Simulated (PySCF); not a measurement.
Al(Cl)(Br)(NH2) (AlBrClH2N), SMILES [NH2][Al]([Cl])[Br].

Coordinates come from a PBE0-D3(BJ)/def2-SVP optimisation. The structure was generated by enumeration; whether it is a known compound was not checked. Other conformers were not sampled.

The numbers are results of PySCF 2.14.0 with C-PCM-B3LYP/def2-SVP, not measurements.

The values are the electrostatic part of the solvation free energy, E(continuum) − E(gas) at the gas-phase geometry, in a cavity of scaled van der Waals radii (PySCF's table); cavitation and dispersion terms are not included. A continuum can't describe solvent molecules that bind to the metal. In vacuum the orbital gap is 6.79 eV. The dipole moment in vacuum is 2.49 D.

Computed values in water (ε = 78.36), acetonitrile (ε = 35.69), dichloromethane (ε = 8.93):
| solvent | ε | ΔG(elec) (kcal/mol) | dipole (D) | gap (eV) |
|---|---|---|---|---|
| water | 78.36 | -5.3 | 3.11 | 6.72 |
| acetonitrile | 35.69 | -5.2 | 3.10 | 6.72 |
| dichloromethane | 8.93 | -4.7 | 3.04 | 6.73 |
